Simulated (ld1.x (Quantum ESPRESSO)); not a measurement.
# Cutoff test, cadmium, RRKJ

Cd (Z = 48), norm-conserving RRKJ (Kleinman–Bylander form), made with ld1.x (Quantum ESPRESSO) 7.5 (PBEsol, scalar-relativistic). Core [Ar] 3d10, reference 4s2 4p6 4d10 5s0 5p0 (charge +2). Waves: 4s (bound): rc 1.35 bohr; 4p (bound): rc 1.00 bohr; 4f channel at 0.2 Ry: rc 1.05 bohr; 4d (bound): rc 1.35 bohr. Local part: the d channel. Core correction: none.

The pseudo-atom Hamiltonian at the reference potential is diagonalised in spherical Bessel functions j_l(qr) that vanish at 20 bohr, with q² up to the cutoff. All-electron valence levels (Ry): 4s -9.1661, 5s -1.5600, 4p -6.3080, 5p -1.0606, 4d -2.2372.

Q: How do the lowest levels (Ry) of each channel move with the cutoff, and are there ghosts?

A:

```
cutoff (Ry)     s #1     s #2     p #1     p #2     p #3     f #1     d #1     d #2  Σ f·Δε (mRy)
          8  -8.5897  -1.4481  -3.8772  -0.7956  -0.3502  -0.2760  -0.9111  -0.3634       28999.5
         15  -8.8886  -1.5894  -5.3784  -0.9550  -0.3934  -0.2768  -1.2528  -0.4204       15977.7
         21  -8.9079  -1.6042  -5.7155  -0.9978  -0.4049  -0.2770  -1.5909  -0.4592       10535.2
         35  -9.0692  -1.6064  -5.8018  -1.0122  -0.4089  -0.2774  -2.0214  -0.4962        5389.5
         45  -9.1400  -1.6086  -5.8701  -1.0170  -0.4101  -0.2775  -2.1574  -0.5065        3478.3
         60  -9.1648  -1.6091  -6.0199  -1.0303  -0.4135  -0.2776  -2.2252  -0.5117        1851.8
         90  -9.1658  -1.6094  -6.2410  -1.0525  -0.4192  -0.2778  -2.2370  -0.5127         405.1
        110  -9.1661  -1.6094  -6.2932  -1.0583  -0.4207  -0.2779  -2.2370  -0.5127          90.7
        160  -9.1661  -1.6095  -6.3076  -1.0600  -0.4211  -0.2779  -2.2372  -0.5127           3.4
        200  -9.1661  -1.6095  -6.3078  -1.0600  -0.4211  -0.2779  -2.2372  -0.5127           2.0
        300  -9.1661  -1.6095  -6.3081  -1.0600  -0.4211  -0.2779  -2.2372  -0.5127           0.3
        400  -9.1661  -1.6095  -6.3081  -1.0600  -0.4211  -0.2779  -2.2372  -0.5127           0.0
```

Result: no extra level below or beside the all-electron valence levels (s, p, f, d tested); 10 mRy is reached at 140 Ry and 1 mRy at 230 Ry.

Its largest configuration-test error is +1337 meV.
